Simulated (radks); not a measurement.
The numbers below are computed, except where a source is named.
Ionisation of the zirconium ion Zr35+, [He] 2s2 2p1, to [He] 2s2 as the strength of local exchange is varied. Level of theory: Dirac Kohn-Sham, Slater X-alpha exchange (alpha = 2/3 is LDA exchange), no correlation, spin-unpolarised, spherical densities, finite nucleus; open shells fill j = l - 1/2 first; Fermi nuclear charge, rms radius 4.2694 fm (a radial shooting solver on a logarithmic mesh with Libxc functionals).

\begin{tabular}{lrrrrr}
alpha & E(Zr35+) (hartree) & exchange (hartree) & IE (eV) & -e of the level emptied (eV) & <r> of it (bohr) \\ \hline
0.568 & -2147.59260 & -28.90142 & 4721.4 & 4631.7 (2p1/2) & 0.1286 \\
0.612 & -2149.83214 & -31.15980 & 4729.9 & 4640.6 (2p1/2) & 0.1284 \\
0.667 & -2152.63355 & -33.98674 & 4740.6 & 4651.7 (2p1/2) & 0.1283 \\
0.687 & -2153.65279 & -35.01581 & 4744.5 & 4655.8 (2p1/2) & 0.1282 \\
0.837 & -2161.30633 & -42.75234 & 4773.7 & 4686.2 (2p1/2) & 0.1278 \\
0.845 & -2161.71498 & -43.16588 & 4775.3 & 4687.8 (2p1/2) & 0.1278 \\
0.963 & -2167.74793 & -49.27631 & 4798.4 & 4711.9 (2p1/2) & 0.1275 \\
1.018 & -2170.56336 & -52.13132 & 4809.1 & 4723.1 (2p1/2) & 0.1274 \\
\end{tabular}

NIST Atomic Spectra Database: 4744 eV (semi-empirical). The Delta-SCF value meets it near alpha = 0.68. Spin polarisation and multiplet splitting are left out, so open shells lie too high by an amount that depends on their filling.

Beside tabulated values, note that spin-unpolarised runs miss the spin-polarisation part of the exchange energy of open shells.
